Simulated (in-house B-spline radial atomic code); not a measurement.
Configurations of Si IV (Si3+), with energies counted from [Ne] 3s1. Level of theory: non-relativistic CAM-B3LYP, spin-polarised, spherical fractional occupations, exact exchange averaged over the configuration, point nucleus; calculated with a B-spline radial code for spherical atoms. Shells without spins written out take the highest spin.

Occupations are held fixed; configurations that lie above the ionisation limit could autoionise.

```csv
configuration,E - E(ref) (eV),highest orbital,its <r> (bohr)
[He] 2s2 2p5 3s1 3p1,107.32,3p up,1.854
[He] 2s2 2p5 3s1 3d1,120.41,3d up,2.106
[He] 2s2 2p5 3s1 4s1,126.65,4s up,3.656
[He] 2s1 2p6 3s2,144.18,3s down,1.751
[He] 2s1 2p6 3s1 3p1,151.26,3p up,1.86
[He] 2s1 2p6 3s1 4d1,177.65,4d up,4.541
```

Task: Order these further configurations by energy, lowest first.
A. [He] 2s1 2p6 3s1 3d1
B. [Ne] 4s1
C. [Ne] 4p1
D. [He] 2s2 2p5 3s1 4f1
E. [He] 2s2 2p5 3s2

Result: B (24.122 eV), C (27.088 eV), E (100.16 eV), D (135.45 eV), A (164.19 eV).

Task: How far above the reference does [Ne] 3d1 lie?

Result: 19.947 eV; its least bound orbital is 3d up with <r> = 2.396 bohr.
